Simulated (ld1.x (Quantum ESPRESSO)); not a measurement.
**Transferability test, PAW potential for bromine (Br)**

* Element: bromine
* Generator: ld1.x (Quantum ESPRESSO) 7.5
* Type: PAW
* Functional: PBEsol
* Relativity: scalar-relativistic
* Frozen core: [Ar]
* Valence charge: 17
* Reference configuration: 3d10 4s2 4p3 (charge +2)
* Partial waves: 4s (bound): rcut 0.95, rcutus 1.30 bohr; 4s channel at -1.35 Ry: rcut 0.95, rcutus 1.30 bohr; 4p (bound): rcut 1.30, rcutus 1.65 bohr; 4p channel at -1.2 Ry: rcut 1.30, rcutus 1.65 bohr; 3d (bound): rcut 0.65, rcutus 0.75 bohr; 3d channel at -4 Ry: rcut 0.65, rcutus 0.75 bohr
* Local potential: all-electron potential smoothed inside 1.15 bohr (lloc = -2)
* Core correction: a·sin(br)/r model core inside 0.45 bohr
* Augmentation charge: BESSEL, radius 0.65 bohr

Energies are relative to the spin-unpolarised reference configuration 3d10 4s2 4p3; without spin polarisation the order of configurations can differ from experiment.

(1) Give the all-electron excitation energy and the error of the potential for: 3d10 4s2 4p5; 3d10 4s2 4p4; 3d10 4s2 4p2; 3d10 4s2 4p5.3; 3d10 4s2 4p1; 3d9 4s2 4p6; 3d10 4s2 4p4.5.

Results:

(1)

| valence configuration | charge | ΔE all-electron (eV) | error AE − PS (meV) |
| --- | --- | --- | --- |
| 3d10 4s2 4p5 | 0 | -35.325 | +6.6 |
| 3d10 4s2 4p4 | +1 | -22.771 | +3.9 |
| 3d10 4s2 4p2 | +3 | 34.009 | -6.1 |
| 3d10 4s2 4p5.3 | -0.3 | -37.286 | +7.0 |
| 3d10 4s2 4p1 | +4 | 80.074 | -17 |
| 3d9 4s2 4p6 | 0 | 28.990 | -234 |
| 3d10 4s2 4p4.5 | +0.5 | -30.251 | +5.4 |
